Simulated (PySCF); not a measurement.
N2O, singlet, at a GFN2-xTB geometry. Base run: B3LYP/6-31G** in PySCF.

Geometry (Å):
```xyz
3

N      0.0000     0.0000    -1.1722
N      0.0000     0.0000    -0.0665
O      0.0000     0.0000     1.0839
```
All else is at PySCF's defaults.
Base energy -184.65094 Eh.

Variants of this job, named by their change:

| change | ΔE vs base (µEh) | SCF cycles | outcome |
|---|---|---|---|
| base | 0.0 | 10 | converged |
| level_shift = 0.1 (with mf.max_cycle = 100) | 0.0 | 10 | converged |
| DIIS = EDIIS | - | 50 | not converged |
| solver = newton | 0.0 | - | converged |
| init_guess = mod_huckel | 0.0 | 11 | converged |
| diis_space = 20 | 0.0 | 10 | converged |
| init_guess = atom | 0.0 | 9 | converged |
| level_shift = 0.5 (with mf.max_cycle = 100) | 0.0 | 14 | converged |
| level_shift = 1.0 (with mf.max_cycle = 100) | 0.0 | 21 | converged |
| conv_tol_grad = 1e-7 | 0.0 | 11 | converged |
| diis = off (with mf.max_cycle = 100) | - | 100 | not converged |
| init_guess = 1e | 0.0 | 16 | converged |
| diis_space = 4 | 0.0 | 10 | converged |
